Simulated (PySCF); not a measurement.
BGeH5O, SMILES B[O][GeH3]. Atoms are numbered in the order given.

```xyz
8

O     -0.5132     1.0546     0.0000
Ge     0.0378    -0.6646     0.0000
H     -0.5506    -1.2935     1.2695
H     -0.5506    -1.2935    -1.2695
H      1.5751    -0.6758     0.0000
B      0.2519     2.1570     0.0000
H      1.4689     2.0752     0.0000
H     -0.3067     3.2339     0.0000
```
Charge 0, spin multiplicity 1.

Geometry optimised at PBE0-D3(BJ)/def2-SVP.

Two levels are set side by side: PBE/pcSseg-1 (PySCF) and HF/pcSseg-1 (PySCF). GIAO shifts against BF3 (¹¹B), GeH4 (⁷³Ge), H2O (¹⁷O), TMS (¹H) at the same level; non-relativistic, no solvent, atoms listed together averaged. Differences are taken from unrounded values.

```csv
quantity,PBE
δ(¹⁷O) of O1 (ppm),238.4
δ(⁷³Ge) of Ge2 (ppm),302.9
"δ(¹H) of H3, H4, H5 (ppm)",5.72
δ(¹¹B) of B6 (ppm),39.2
```

Task: These are the PBE values. What does HF give? (The exact figures need the calculation; the answer reports its results.)

Result: 
| quantity | HF | PBE minus HF |
|---|---|---|
| δ(¹⁷O) of O1 (ppm) | 152.8 | 85.6 |
| δ(⁷³Ge) of Ge2 (ppm) | 207.6 | 95.4 |
| δ(¹H) of H3, H4, H5 (ppm) | 5.12 | 0.60 |
| δ(¹¹B) of B6 (ppm) | 35.2 | 3.9 |

Rough cost on one machine, each run with all the roots and properties that it gave: HF against PBE within a factor of 2.
